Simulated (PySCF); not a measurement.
A species of formula C5H10F3PSi has this rotational fingerprint, computed with PBE0/pcSseg-1 in PySCF (dipole) on a GFN2-xTB geometry, gas phase:

```
Rotational constants : A = 1518, B = 594.5, C = 510.6 MHz
Dipole components    : |μa| = 2.54 D, |μb| = 0.50 D, |μc| = 1.39 D
Inertial defect      : -193.25 u·Å²
κ                    : -0.83
```

Task: Which candidate fits, each taken in the one conformer that was computed?
A. `[CH3:1]/[C:2]([SiH3:3])=[P:4]\[CH2:5][CH2:6][C:7]([F:8])([F:9])[F:10]` with C2–P4–C5–C6 -179°, P4–C5–C6–C7 180°
B. `C[Si](C)(/C=P\C(F)(F)F)C`
C. `[CH2:1]=[C:2]([CH3:3])[P:4]([SiH3:5])[CH2:6][C:7]([F:8])([F:9])[F:10]` with C1–C2–P4–Si5 97°, C2–P4–C6–C7 -172°

Result: C. It is C=C(C)P([SiH3])CC(F)(F)F, an asymmetric top, point group C1. The candidates at the same level (rigid rotor, commonest isotopes):

```
                  SMILES  A (MHz)  B (MHz)  C (MHz)  μa (D)  μb (D)  μc (D)  Δ (u·Å²)  point group                        rotor
C=C(C)P([SiH3])CC(F)(F)F     1518    594.5    510.6    2.54    0.50    1.39   -193.25           C1               asymmetric top
C/C([SiH3])=P\CCC(F)(F)F     2760    322.1    306.4    1.68    0.58    0.01   -102.90      near Cs  near-prolate asymmetric top
C[Si](C)(C)/C=P\C(F)(F)F     1556    616.6    569.5    2.38    0.55    0.04   -257.12           C1  near-prolate asymmetric top
```

`C/C([SiH3])=P\CCC(F)(F)F` has A 82 % too high; `C[Si](C)(C)/C=P\C(F)(F)F` has C 12 % too high. No structure here is proved a minimum.
